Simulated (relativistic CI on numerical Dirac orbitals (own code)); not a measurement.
**Line list: Electric-dipole lines, Ca⁸⁺**

Calculated at this level of theory: Dirac-Coulomb-Breit CI, separate exchange-only KLI orbitals for each configuration, model QED, valence Slater integrals scaled by 0.9, P86 correlation estimate, and configurations built on the next ion tied to the tabulated ionisation energy (semi-empirical) (own radial code, finite nucleus).

CI space (outside the closed core [Ne]): 3s2, 3s 3d, 3s 4s, 3s 4p, 3s 3p, 3s 4d, 3s 5s, 3s 4f, 3p2, 3d2, 3p 3d, 3p 4s, 3d 4s, 3s 5p, 3s 5d, 4s2, 3s 5f, 3s 5g. Levels of other configurations are missing.

| λ vac (Å) | Lower | Upper | A (s⁻¹) | gf | Branching (%) |
| --- | --- | --- | --- | --- | --- |
| 129.29 | 3s 3p 3P°_2 [4] | 3s 4d 3D_3 [44] | 4.23e+10 | 7.42e-01 | 94.3 |
| 134.11 | 3s 3d 3D_3 [13] | 3s 5f 3F°_4 [66] | 5.55e+10 | 1.35e+00 | 77.4 |
| 184.14 | 3s 3d 3D_1 [11] | 3s 4f 3F°_2 [49] | 1.09e+11 | 2.78e+00 | 83.9 |
| 184.17 | 3s 3d 3D_2 [12] | 3s 4f 3F°_3 [50] | 1.16e+11 | 4.12e+00 | 88.8 |
| 184.23 | 3s 3d 3D_3 [13] | 3s 4f 3F°_4 [51] | 1.30e+11 | 5.96e+00 | 99.9 |
| 201.53 | 3s 3d 1D_2 [14] | 3s 4f 1F°_3 [53] | 1.04e+11 | 4.42e+00 | 82.4 |
| 368.62 | 3s 3p 3P°_0 [2] | 3s 3d 3D_1 [11] | 7.93e+09 | 4.85e-01 | 56.1 |
| 370.49 | 3s 3p 3P°_1 [3] | 3s 3d 3D_2 [12] | 1.05e+10 | 1.08e+00 | 75.6 |
| 374.69 | 3s 3p 3P°_2 [4] | 3s 3d 3D_3 [13] | 1.36e+10 | 2.00e+00 | 100.0 |
| 387.42 | 3s 3p 1P°_1 [5] | 3s 3d 1D_2 [14] | 2.50e+10 | 2.81e+00 | 99.8 |
| 415.62 | 3s 4d 1D_2 [45] | 3s 5f 1F°_3 [70] | 1.56e+10 | 2.83e+00 | 20.2 |
| 418.12 | 3s 4d 3D_2 [43] | 3s 5f 3F°_3 [65] | 1.43e+10 | 2.63e+00 | 20.0 |
| 418.25 | 3s 4d 3D_3 [44] | 3s 5f 3F°_4 [66] | 1.61e+10 | 3.80e+00 | 22.5 |
| 468.41 | 3s2 1S_0 [1] | 3s 3p 1P°_1 [5] | 1.11e+10 | 1.10e+00 | 100.0 |
| 483.84 | 3s 4f 3F°_2 [49] | 3s 5g 3G_3 [67] | 2.66e+10 | 6.53e+00 | 91.3 |
| 483.87 | 3s 4f 3F°_3 [50] | 3s 5g 3G_4 [68] | 2.71e+10 | 8.57e+00 | 93.2 |
| 483.92 | 3s 4f 3F°_4 [51] | 3s 5g 3G_5 [69] | 2.90e+10 | 1.12e+01 | 99.4 |
| 506.47 | 3s 4f 1F°_3 [53] | 3s 5g 1G_4 [71] | 2.75e+10 | 9.50e+00 | 97.4 |
| 1136.2 | 3s 4p 3P°_2 [31] | 3s 4d 3D_3 [44] | 2.39e+09 | 3.24e+00 | 5.3 |
| 2451.8 | 3s 5p 3P°_2 [58] | 3s 5d 3D_3 [62] | 6.65e+08 | 4.19e+00 | 1.9 |

Terms are leading LS components. Brackets give the number of a level in order of energy, since labels repeat. The list gives strong lines, with weight on those to low levels, without configurations that were not tied to measured data, without lines whose two gauges differ by over a factor of 2.5, among the lowest 75 of 76 levels, so that lines to higher ones, which can be the strongest, are missing. Levels whose partners in the same complex of configurations lie outside the list can be far off, and so can their lines. Rates are taken at the computed energies, electric ones in the length gauge.

Configurations that consist of the next ion and one excited electron were tied to the tabulated ionisation energy; Rydberg ones are usually within 1,000 to 3,000 cm⁻¹ and the lowest ones within about 6,000 (9,000 in d shells), while levels on excited terms of the next ion carry the error of that term, and the other configurations can be misplaced by 10,000 cm⁻¹ or more. Rates follow the energies as ν³ (E1, M1) or ν⁵ (E2), so rates, branching and lifetimes can be off by large factors.

(1) From the table, what is the radiative lifetime of 3s 4d 3D_3?

## Answers

(1) The listed rates from this level add up to about 4.47e+10 s⁻¹, 100 % of its decay; with all channels τ = 2.23e-11 s.
